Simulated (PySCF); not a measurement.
A structure optimised at PBE-D3(BJ)/def2-SVP, used in a PySCF frequency run:

```
C
O 1 1.4205
H 2 0.9750 1 107.24
H 1 1.1246 2 111.48 3 -64.07
C 1 1.5385 4 107.32 2 -123.78
H 5 1.1086 1 111.58 4 -58.53
H 5 1.1090 6 108.57 1 122.25
H 5 1.1113 6 107.52 7 116.19
B 1 1.5809 4 105.21 2 118.15
F 9 1.3265 1 123.45 4 -121.53
F 9 1.3357 10 116.93 1 179.90
```
Charge 0, spin multiplicity 1.

Question: Write its SMILES and formula.

Answer: C[C@H](O)B(F)F, C₂H₅BF₂O

Question: What are its rotational constants (standard atomic weights)?

Answer: 4.7338, 2.8536, 1.9601 GHz
